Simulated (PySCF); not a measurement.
A structure optimised at B3LYP-D3(BJ)/def2-SVP, used in a PySCF frequency run:

```xyz
4

Ga     0.0000     0.0000     0.0000
F     -1.7335     0.0000     0.0000
F      0.8667    -1.5012     0.0000
F      0.8667     1.5012     0.0000
```
Charge 0, spin multiplicity 1.

**Question.** Write its SMILES, formula and point group.

**Answer.** [F][Ga]([F])[F], F₃Ga, D3h

**Question.** What are its rotational constants (standard atomic weights)?

**Answer.** 5.9016, 5.9016, 2.9508 GHz
